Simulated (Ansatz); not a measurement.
Stepwise reaction of `[OH][W]([OH])([OH])([OH])([F])[Cl]` with hydrogen fluoride, as a gas-phase model of exchange steps in deposition or etching. ΔE in kJ/mol.

Computed with Ansatz on PBE0-D4/def2-TZVP structures; ΔE is electronic, products minus reactants. CBS: MP2 limit from def2 TZ/QZ plus the TZ coupled-cluster correction, frozen cores. This one scheme is used for every species. Functionals use def2-TZVPP. B3LYP here is the variant with VWN-RPA as its local correlation; programs differ in this. def2 core potentials past Kr. For W outer-core shells are correlated without core-valence functions, which leaves a few kJ/mol of doubt a bond. Each species was taken in one conformer, which may not be the lowest.

| step | reaction | PBE-D4 | B3LYP-D4 | ωB97M-V | CCSD(T)/CBS |
| --- | --- | --- | --- | --- | --- |
| 2 | `[OH][W]([OH])([OH])([F])([F])[Cl]` + H–F → `[OH][W]([OH])([F])([F])([F])[Cl]` + H₂O | -19.8 | -20.2 | -19.9 | -9.7 |

Q: Give the row of step 1, `[OH][W]([OH])([OH])([OH])([F])[Cl]` + H–F → `[OH][W]([OH])([OH])([F])([F])[Cl]` + H₂O. (Best estimate.)

A: The calculation gave: 
```json
{"step": "1", "reaction": "`[OH][W]([OH])([OH])([OH])([F])[Cl]` + H–F → `[OH][W]([OH])([OH])([F])([F])[Cl]` + H₂O", "PBE-D4": "-24.9", "B3LYP-D4": "-25.6", "ωB97M-V": "-25.8", "CCSD(T)/CBS": "-16.6"}
```

Q: By hand: ΔE of the 2 steps together at CCSD(T)/CBS.

A: (-16.6) + (-9.7) = -26.3 kJ/mol, or -13.2 kJ/mol a step.

In ΔE each step is higher than the one before. All are downhill at CCSD(T)/CBS. PBE-D4 differs from CCSD(T)/CBS by -10.1 to -8.3 kJ/mol a step. Isolated molecules leave out the surface, adducts and barriers. Largest T1 diagnostic: 0.022.
